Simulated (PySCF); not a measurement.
B(H)3 cation (BH3), SMILES B (connectivity only; charge and spin as stated), charge +1, multiplicity 2. Geometry: r2SCAN-D4/def2-TZVPD. The spin state was assumed, not searched. The isomer is the one that the SMILES or the coordinates give; other isomers of the formula were not compared.

The numbers are results of r2SCAN-D4/def2-TZVPD (PySCF 2.14.0), not measurements.

Harmonic wavenumbers (cm⁻¹): 446, 853, 1000, 1851, 2230, 2867. Rotational constants (GHz): 488.4, 141.7, 109.8; symmetry number 2.

**Question.** Work out the zero-point energy and the ideal-gas rigid-rotor harmonic-oscillator thermochemistry at 298.15 K and 1 atm.

**Answer.** ZPE = ½ Σ hcν = ½ × 9248 cm⁻¹ = 55.31 kJ/mol. H − E(el) = 66.20 kJ/mol. Entropy in J/(mol K): translation 141.51, rotation 54.53, vibration 4.49, spin 5.76, total 206.29. G − E(el) = 4.69 kJ/mol. Cp = 43.05 J/(mol K).
